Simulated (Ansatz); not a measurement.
Species: Br3Ga, SMILES `[Br][Ga]([Br])[Br]` (charge 0, multiplicity 1), formula Br$_{3}$Ga.

Q: How many basis functions does frozen-core CCSD(T)/cc-pVTZ // TPSSh-D3(BJ)/def2-TZVP in Ansatz (an electronic-structure program) use, how many core orbitals are frozen, and how many electrons are correlated?

A: 172 basis functions and 36 frozen orbitals, which leaves 64 correlated electrons (filled d shells below the valence shell are correlated). Core time is of the order of minutes.
